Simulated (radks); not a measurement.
Results of a calculation; reference values are marked as such.
Tc-, configuration [Kr] 4d6 5s2.

Level of theory: scalar-relativistic Kohn-Sham, PBEsol, spin-unpolarised, spherical densities, finite nucleus; Fermi nuclear charge, rms radius 4.4112 fm; hard spherical wall at 2.5 bohr (a radial shooting solver on a logarithmic mesh with Libxc functionals).

Energy parts (hartree):
part                        energy
total                  -4276.23201
kinetic                 4446.39067
electron-nucleus      -10422.82212
Hartree                 1828.93406
exchange-correlation    -128.73461

Orbitals (lengths in bohr, moments of r in powers of bohr; r(90%) holds 90 % of the orbital's charge):
orbital  occ.  eigenvalue (hartree)     <r^2>  r(90%)
1s          2             -764.1828  0.001588  0.0615
2s          2             -107.1486   0.02641   0.231
2p          6             -95.68232   0.02078   0.212
3s          2             -16.94428    0.1989   0.615
3p          6             -13.18337    0.2033   0.631
3d         10              -7.08235    0.1940   0.642
4s          2              -0.95867     1.319    1.58
4p          6               0.03440     1.549    1.71
4d          6               1.52552     1.975    1.89
4f          0               3.05327     2.378    2.01
5s          2               2.70881     2.682    2.11
5p          0               3.39393     2.617    2.13
6s          0               8.05734     2.521    2.21

The highest occupied level is 5s at 73.711 eV. Summed over all electrons, <r^2> = 32.88 bohr^2, which gives a Langevin (diamagnetic) susceptibility term of -26 x 10^-6 cm^3/mol. The pressure on the wall is 4660 GPa. The electron density at the nucleus is 1.023e+05 e/bohr^3 (large components only). The density falls to 0.001 e/bohr^3 at r = 2.44 bohr.
